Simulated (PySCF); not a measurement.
CH₆AlFGe.

```xyz
10

Al     0.3183     0.5457    -0.8557
F      1.9603     0.5399    -1.1831
Ge    -0.3766    -0.7218     1.1438
H     -0.3753    -2.2425     0.8746
H      0.5551    -0.4819     2.3489
H     -1.8084    -0.3524     1.5875
C     -0.8256     1.5144    -2.0925
H     -1.8647     1.5992    -1.7386
H     -0.8447     1.0040    -3.0709
H     -0.4376     2.5306    -2.2741
```

The structure is a stationary point at PBE0-D3(BJ)/def2-SVP. The structure was generated by enumeration; whether it is a known compound was not checked.

The numbers are results of PBE0/pcSseg-1 (PySCF), not measurements. Non-relativistic, no solvent.

Computed absolute GIAO shielding of each atom: isotropic value and principal components (ppm):
| atom | σ(iso) | σ11 | σ22 | σ33 | span |
|---|---|---|---|---|---|
| Al1 | 328.5 | 191.8 | 317.7 | 476.0 | 284.3 |
| F2 | 279.9 | 146.1 | 329.6 | 364.0 | 217.9 |
| Ge3 | 1755.1 | 1708.1 | 1754.2 | 1803.0 | 94.8 |
| H4 | 28.1 | 22.4 | 22.7 | 39.3 | 16.9 |
| H5 | 28.1 | 22.2 | 22.7 | 39.5 | 17.4 |
| H6 | 28.2 | 22.3 | 23.1 | 39.3 | 17.0 |
| C7 | 188.8 | 181.9 | 184.4 | 199.9 | 18.0 |
| H8 | 31.4 | 27.2 | 29.5 | 37.5 | 10.3 |
| H9 | 31.3 | 27.4 | 28.2 | 38.5 | 11.1 |
| H10 | 31.3 | 27.0 | 28.1 | 38.8 | 11.7 |
